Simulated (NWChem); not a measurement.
# Correlation energy of Sb

```xyz
1

Sb     0.0000     0.0000     0.0000
```
Charge 0, spin multiplicity 4.

Program: NWChem.

Basis set: def2-TZVP. Each correlation energy counts from its own Hartree-Fock reference.

Effective core potentials replace the inner electrons of Sb; spin-orbit coupling is left out. The correlated methods keep 4 core orbitals frozen. The stability of the SCF solutions was not checked. Open-shell Hartree-Fock references start from PBE0 orbitals. No row is a measurement; the coupled-cluster row has its own basis-set and correlation limits.

Question: For the correlation energy, CCSD[T] on ROHF gives -287.6 mHa and CCSD on ROHF gives -280.8 mHa. What do CCSD on UHF, CCSD(T) on UHF, UMP2 give?

Answer: CCSD on UHF: -279.1 mHa; CCSD(T) on UHF: -285.1 mHa; UMP2: -285.4 mHa.
